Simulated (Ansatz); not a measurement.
Stretch profile

CHBClN (SMILES N#CBCl), closed shell, at its PBE0-D4/def2-TZVP minimum:

N1  (1.053, -1.411, 1.218)
C2  (0.513, -0.631, 0.564)
B3  (-0.177, 0.430, -0.293)
Cl4  (-1.594, 0.005, -1.176)
H5  (0.254, 1.533, -0.354)
(Å)

The bond length C2–B3 (1.528 Å at the minimum) is set to the values below, with the rest relaxed at PBE0-D4/def2-TZVP at each step. Each method's energies count from its own value at the PBE0-D4 minimum structure. Computed with Ansatz 0.2.0 (basis: def2-TZVPP); correlated methods freeze the cores. B3LYP uses VWN-RPA correlation.

```
bond length (Å)  CCSD(T) (kJ/mol)  HF (kJ/mol)  r2SCAN-D4 (kJ/mol)  PBE0-D4 (kJ/mol)  wB97M-V (kJ/mol)
          1.345              67.0         74.0                56.7              59.0              62.8
          1.398              32.3         36.5                25.7              27.1              29.6
          1.476               5.7          6.9                 3.4               3.8               4.8
          1.567               0.6         -0.1                 1.9               1.8               1.1
          1.668              16.0         14.8                19.8              19.6              17.5
          1.776              46.7         46.5                51.9              52.3              48.9
          1.892              88.1         90.1                93.5              95.1              90.8
          2.013             134.8        139.8               139.2             142.2             137.7
          2.140             183.6        192.2               186.6             191.7             186.8
```

Minimum and curvature along this coordinate at CCSD(T): A fifth-order fit through the nearest points gives 1.541 Å, with a curvature of about 26 eV/Å².

Largest difference from the CCSD(T) curve over the scan: PBE-D4 10.0; B3LYP-D4 9.5; MP2 8.8 kJ/mol. Each curve counts from its own value at the minimum.

T1 diagnostic: at most 0.017.

For scale, one of the runs: CCSD(T)/def2-TZVPP, 149 basis functions (an equivalent command: `ansatz run in.yaml --threads 2`). Hardware: 2 CPU threads, shared host. Wall time 21 s; peak host memory 0.97 GiB.
